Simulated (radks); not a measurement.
Ionisation of the chromium ion Cr3+, [Ar] 3d3, to [Ar] 3d2 as the strength of local exchange is varied. Method: Dirac Kohn-Sham, Slater X-alpha exchange (alpha = 2/3 is LDA exchange), no correlation, spin-unpolarised, spherical densities, point nucleus; open shells fill j = l - 1/2 first; computed with a radial shooting solver on a logarithmic mesh with Libxc functionals.

| alpha | E(Cr3+) (hartree) | exchange (hartree) | IE (eV) | -e of the level emptied (eV) | <r> of it (bohr) |
|---|---|---|---|---|---|
| 0.657 | -1044.01707 | -42.90525 | 46.710 | 37.548 (3d3/2) | 1.115 |
| 0.667 | -1044.67029 | -43.58232 | 46.957 | 37.774 (3d3/2) | 1.112 |
| 0.692 | -1046.30494 | -45.27813 | 47.580 | 38.343 (3d3/2) | 1.105 |
| 0.837 | -1055.83020 | -55.20157 | 51.288 | 41.751 (3d3/2) | 1.067 |
| 0.858 | -1057.21597 | -56.65114 | 51.839 | 42.260 (3d3/2) | 1.062 |
| 0.878 | -1058.53723 | -58.03458 | 52.367 | 42.748 (3d3/2) | 1.057 |
| 0.924 | -1061.58155 | -61.22727 | 53.593 | 43.883 (3d3/2) | 1.046 |
| 0.958 | -1063.83657 | -63.59671 | 54.510 | 44.734 (3d3/2) | 1.038 |

NIST Atomic Spectra Database: 49.16 eV (semi-empirical). The Delta-SCF value meets it near alpha = 0.75. Spin polarisation and multiplet splitting are left out, so open shells lie too high by an amount that depends on their filling.

Beside tabulated values, note that spin-unpolarised runs miss the spin-polarisation part of the exchange energy of open shells.
